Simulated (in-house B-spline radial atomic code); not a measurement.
Checks on a self-consistent run for Pb5+, 2s2 2p6 3s2 3p6 3d10 4s2 4p6 4d10 4f14 5s2 5p6 5d10 6s1. Method: Dirac-Hartree-Fock, average of configuration, Fermi nucleus of rms radius 5.5012 fm. Calculated with a radial B-spline atomic code at the basis-set limit.

```
orbital  q      ε (Eh)     <1/r>        <r²>  small-component weight
  2s1/2  2  -616.39120   25.6626  0.00517235                0.023483
  2p1/2  2  -599.91720    25.729  0.00357519                0.023674
  2p3/2  4  -512.20025   20.4252  0.00472861                0.020819
  3s1/2  2  -154.14312   9.45807   0.0331413                0.007989
  3p1/2  2  -144.66659   9.40383    0.029707               0.0079669
  3p3/2  4  -124.72235   8.01611   0.0358167               0.0071382
  3d3/2  4  -106.74373   7.92469   0.0271712               0.0070392
  3d5/2  6  -102.43201   7.60878   0.0288566               0.0068071
  4s1/2  2   -38.82688   4.01606     0.15746                0.002756
  4p1/2  2   -34.30936    3.9264     0.15746               0.0026777
  4p3/2  4   -29.29727    3.4661    0.185795               0.0023828
  4d3/2  4   -21.24607   3.27913    0.190527               0.0021871
  4d5/2  6   -20.26960   3.16927    0.200502               0.0021021
  4f5/2  6    -9.56960   2.84275    0.213319               0.0017371
  4f7/2  8    -9.34209   2.80103    0.219093               0.0017021
  5s1/2  2    -9.08541   1.66466    0.764817              0.00073434
  5p1/2  2    -7.35329   1.56214    0.851546              0.00066212
  5p3/2  4    -6.35692    1.4005     1.00987              0.00057144
  5d3/2  4    -3.63784   1.16729     1.42262              0.00041415
  5d5/2  6    -3.49988   1.12604     1.51207               0.0003897
  6s1/2  1    -2.52016  0.688951     3.95588              0.00016582
```

Electron-electron repulsion V_ee = 7034.1167 hartree.

Problem. What total energy follows from the eigenvalues?

Solution. The eigenvalues count the repulsion twice, so E = Σqε - V_ee = -7318.087 - 7034.117 = -14352.204 hartree; the run printed -14352.204.

Problem. Does the Dirac virial theorem hold?

Solution. For a point nucleus E = -2c²Σq·w, with w the small-component weight. Here Σq·w = 0.38209 and c = 137.0360, so the ratio E/(-2c²Σq·w) is 1.000123; the finite nucleus accounts for the departure from 1.

Problem. What diamagnetic shielding (Lamb formula) and susceptibility (Langevin formula) do the radii give?

Solution. σ = (α²/3)Σq<1/r> = 457.139/(3·137.036²) = 8114.4 ppm, and χ = -0.79199×10⁻⁶·Σq<r²> = -26.1×10⁻⁶ cm³/mol with Σq<r²> = 32.949 bohr². Both are non-relativistic formulas without the paramagnetism of open shells; for so heavy an element the full relativistic shielding is larger by tens of per cent.
